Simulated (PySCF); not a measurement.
## Polarisability and C₆ of Ni (nickel, neutral)

[Ar] 3d8 4s2, high-spin 3F determinant. All numbers are calculated (PySCF 2.14, no relativity, point nucleus, in aug-cc-pwCVTZ (10s9p7d4f3g, 127 functions)). Coupled (time-dependent) response in atomic units; α is the mean over directions.

```
method  mean α (bohr³)  C₆ (like pair)  S(−4)
   UHF           65.30           575.2   2473
   PBE           49.08           392.1   1268
```

S(−4) is the Cauchy moment in α(ω) = α(0) + S(−4) ω² + …

Reference α: 49 ± 3 bohr³ (recommended; Schwerdtfeger and Nagle, table of static dipole polarizabilities (2023 update)). Published C₆: 373.0 (Chu and Dalgarno (2004); Tang, Norbeck and Certain (1976)).

Hartree-Fock lies above the reference because it lacks correlation, which contracts the outer shell.

α(iu) at PBE:

```json
{"u (hartree)": "0", "α(iu) (bohr³)": "49.08"}
{"u (hartree)": "0.0500", "α(iu) (bohr³)": "46.13"}
{"u (hartree)": "0.100", "α(iu) (bohr³)": "39.28"}
{"u (hartree)": "0.200", "α(iu) (bohr³)": "25.45"}
{"u (hartree)": "0.300", "α(iu) (bohr³)": "16.77"}
{"u (hartree)": "0.500", "α(iu) (bohr³)": "8.869"}
{"u (hartree)": "0.750", "α(iu) (bohr³)": "5.235"}
{"u (hartree)": "1.00", "α(iu) (bohr³)": "3.638"}
{"u (hartree)": "1.50", "α(iu) (bohr³)": "2.199"}
{"u (hartree)": "2.00", "α(iu) (bohr³)": "1.526"}
{"u (hartree)": "3.00", "α(iu) (bohr³)": "0.8880"}
{"u (hartree)": "5.00", "α(iu) (bohr³)": "0.4262"}
```

A single London oscillator, α(iu) = α/(1 + u²/ω²), gives C₆ = (3/4) ω α². Matching the computed C₆ needs ω = 4 × 392.1 / (3 × 49.08²) = 0.217 hartree.
